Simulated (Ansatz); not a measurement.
Molecule: CH₆FSi₂, net charge 0, doublet state. It need not be the lowest isomer of its formula. 
Coordinates optimised at B3LYP-D3(BJ)/def2-TZVP (Ansatz, a quantum-chemistry and plane-wave program):
```
C
H 1 1.0936
H 1 1.0982 2 106.70
Si 1 1.8587 2 109.36 3 -115.86
F 4 1.6097 1 109.20 2 -67.80
H 4 1.4787 5 107.57 1 120.34
H 4 1.4791 6 110.24 5 -116.43
Si 1 1.8881 2 109.15 3 116.36
H 8 1.4866 1 110.51 2 175.65
H 8 1.4873 9 109.66 1 -122.91
```
Charge 0, spin multiplicity 2.

Basis-set convergence of Hartree-Fock and CCSD(T) correlation energies (hartree) with Ansatz. Cores are frozen in the correlated levels unless marked. UHF or UKS for open shells. No spin-orbit coupling. Non-relativistic.

| basis | functions | E(HF) | E(corr, CCSD(T)) |
|---|---|---|---|
| cc-pV(D+d)Z | 104 | -718.70747 | -0.57816 |
| cc-pV(T+d)Z | 222 | -718.78731 | -0.72394 |
| cc-pV(Q+d)Z | 418 | -718.80681 | -0.77276 |

Extrapolating the two largest sets (X = 3 and 4) as X^-3: E(corr) = (64·(-0.77276) - 27·(-0.72394))/37 = -0.8084 Eh, an estimate of the basis-set limit. The largest set recovers 95.6 % of it, the smallest 71.5 %.
